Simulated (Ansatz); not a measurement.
This geometry of CH5ClGe + FH (10 atoms, charge 0, multiplicity 1) is a first-order saddle point.

The calculation used Ansatz 0.2.0, RKS B3LYP/def2-SVP.

```xyz
10
Properties=species:S:1:pos:R:3
Ge -0.708 0.197 -0.305
Cl 1.032 -1.188 -1.705
H -1.754 -0.682 -1.007
H -1.348 1.595 -0.104
C 0.138 -0.381 1.350
H 1.089 0.504 -1.776
F 0.639 1.381 -1.438
H -0.518 -0.122 2.197
H 0.338 -1.460 1.325
H 1.091 0.156 1.464
```

Problem. Which two structures does it join? (They come from a converged band through this point; their orientation in space is the band's.)

Solution. Bonds broken: Ge1–Cl2, H6–F7. Bonds formed: Ge1–F7, Cl2–H6. CH5ClGe + FH becomes CH5FGe + ClH.

First end point:

```xyz
10
Properties=species:S:1:pos:R:3
Ge -1.019 -0.180 -0.366
Cl 0.249 -0.776 -2.098
H -2.204 -1.162 -0.407
H -1.474 1.257 -0.669
C 0.100 -0.342 1.222
H 1.585 0.802 -1.403
F 1.828 1.499 -0.824
H -0.447 0.027 2.103
H 0.384 -1.392 1.383
H 0.998 0.269 1.060
```

Last end point:

```xyz
10
Properties=species:S:1:pos:R:3
Ge -0.954 0.567 -0.125
Cl 1.915 -1.399 -1.990
H -1.900 -0.398 -0.861
H -1.666 1.868 0.293
C 0.108 -0.257 1.284
H 1.346 -0.228 -1.890
F 0.215 1.097 -1.363
H -0.551 -0.745 2.018
H 0.773 -1.009 0.836
H 0.715 0.503 1.797
```

Problem. How far does it lie above each of them?

Solution. 25.6 kcal/mol above the first and 24.5 kcal/mol above the second. This is the barrier of this one path; another mechanism may lie lower. The orbitals stay closed-shell, which can raise the energy where a bond breaks towards radicals; this wasn't checked here.

The run took 3.5 min on 2 threads of Intel(R) Xeon(R) 6975P-C (Granite Rapids) (shared host), peak memory 0.29 GiB.
